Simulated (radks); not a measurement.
Spherical quantum dot in the effective-mass picture: electrons in a hard-walled sphere of radius 2.12, with a point charge +1 (a donor) at the centre, all in effective atomic units (hartree* = m*/eps^2 hartree, bohr* = eps/m* bohr), one dielectric constant everywhere. Calculated with a radial shooting solver with Libxc functionals: non-relativistic Kohn-Sham, r2SCAN, spin-polarised, spherical densities, generalised Kohn-Sham scheme. Levels are named by radial order and angular momentum (1s, 1p, 1d, 2s, ...), and open shells are averaged over m.

N = 4, configuration 1s2 1p(up 2, down 0). This is the lowest configuration that the search found. Occupied and some empty levels:

| level | occupation | eigenvalue (hartree*) | <r> (bohr*) |
|---|---|---|---|
| 1s up | 1 | 2.3607 | 1.022 |
| 1s down | 1 | 2.5420 | 0.9948 |
| 1p up | 2 | 3.6342 | 1.263 |
| 1p down | 0 | 3.8565 | 1.256 |
| 1d up | 0 | 5.1297 | 1.380 |
| 1d down | 0 | 5.3469 | 1.378 |
| 2s up | 0 | 5.4661 | 1.027 |
| 2s down | 0 | 5.5404 | 1.038 |
| 1f up | 0 | 6.9335 | 1.459 |
| 1f down | 0 | 7.1370 | 1.457 |

Energy (hartree*): total 6.63600, kinetic 6.7798, external -4.2926, Hartree 6.2811, exchange-correlation -2.1324.

Electron density:

| r (bohr*) | n(r) (e/bohr*^3) |
|---|---|
| 0.0480 | 0.8055 |
| 0.207 | 0.6070 |
| 0.366 | 0.4837 |
| 0.526 | 0.4065 |
| 0.685 | 0.3540 |
| 0.844 | 0.3113 |
| 1.00 | 0.2687 |
| 1.16 | 0.2208 |
| 1.32 | 0.1678 |
| 1.48 | 0.1140 |
| 1.64 | 0.06547 |
| 1.80 | 0.02851 |
| 1.96 | 0.006647 |
| 2.12 | 5.791e-06 |
